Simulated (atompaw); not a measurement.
**Before and after: PAW (atompaw) potential for iridium (Ir)**

```
Element                 : Ir (Z = 77)
Generator               : atompaw 4.2.0.5
Type                    : PAW
Functional              : LDA (PW92)
Relativity              : scalar-relativistic
Frozen core             : [Xe] 4f14
Valence charge          : 9
Reference configuration : 5d7 6s2 6p0
Partial waves           : 6s (bound); 6s channel at 4.8 Ry; 6p (bound, empty); 6p channel at 0.8 Ry; 5d (bound); 5d channel at 0.95 Ry
Local potential         : bessel scheme, radius 2.95 bohr
Core correction         : smooth core density matched at 1.80 bohr
Augmentation charge     : sinc compensation charge, radius 2.25 bohr; PAW radius 3.00 bohr; waves and projectors: bloechl
```

Change: wave 5d channel at 0.95 Ry becomes 5d channel at -0.41 Ry.

Cutoffs: the cutoffs (Ry, on a coarse ladder) from which the occupation-weighted sum of valence levels, in a spherical-Bessel basis at the reference potential, stays within 10 and 1 mRy of its value at 400 Ry; they do not see the model core or the augmentation charge, which bear on the density cutoff.

What does the change do?

The potential gets softer (21 Ry and 30 Ry → 18 Ry and 21 Ry); the range in which the d phases agree narrows (upper end at the end of the scan → 0.6); neither file shows a bound ghost.

```csv
quantity,base,changed
"cutoff, loose",21 Ry,18 Ry
"cutoff, tight",30 Ry,21 Ry
loose cutoff by channel (10 mRy a level),"s 6 Ry, d 18 Ry","s 6 Ry, d 12 Ry"
bound ghosts,none,none
s: phases at 3.00 bohr within 0.05 rad from the reference energy up to (Ry; the scan ends near 5),to the end of the scan,to the end of the scan
p: phases at 3.00 bohr within 0.05 rad from the reference energy up to (Ry; the scan ends near 5),0.2,0.2
d: phases at 3.00 bohr within 0.05 rad from the reference energy up to (Ry; the scan ends near 5),to the end of the scan,0.6
lowest overlap eigenvalue by channel,"s 0.40, p 0.01, d 0.89","s 0.40, p 0.01, d 0.01"
```

 The cutoffs see the waves, projectors and local potential, not the compensation charge or the core.
